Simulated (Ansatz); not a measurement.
Consider the cleavage of the Ge–Si bond: `[SiH3][GeH2][SiH2][GeH2][SiH2][GeH3]` + `N[SiH3]` → `[SiH3][NH][GeH3]` + `[SiH3][GeH2][SiH2][GeH2][SiH3]`.

Calculated with Ansatz (gas phase, PBE0-D4/def2-TZVP geometries, no zero-point term in ΔE). CCSD(T)/CBS adds triple-zeta CCSD(T) − MP2 to the extrapolated MP2 energy (def2 sets, frozen cores). This one scheme is used for every species. Functionals use def2-TZVPP. For Ge outer-core shells are correlated without core-valence functions, which leaves a few kJ/mol of doubt a bond. Scalar relativity is left out up to krypton. Each species was taken in one conformer, which may not be the lowest.

CCSD(T)/CBS gives +18.0 kJ/mol.

Another level gave +11.9 kJ/mol. Which?
A. CCSD/def2-TZVPP
B. BLYP-D4/def2-TZVPP
C. BHLYP/def2-TZVPP
D. ωB97M-V/def2-TZVPP

A. CCSD/def2-TZVPP 11.9, BLYP-D4 21.9, BHLYP 7.2, ωB97M-V 17.2 kJ/mol.

Largest T1 diagnostic among the species: 0.013.

At CCSD(T), def2-SVP lies −11.9 kJ/mol from the extrapolated value and def2-TZVPP −3.6 kJ/mol. From PBE to PBE0 (25 % exact exchange), in def2-TZVPP and without D4, ΔE moves by −3.6 kJ/mol. In def2-TZVPP, CCSD(T) changes the Hartree–Fock value by +21.8 kJ/mol (the triples alone add +2.5 kJ/mol) and MP2 by +20.0 kJ/mol.
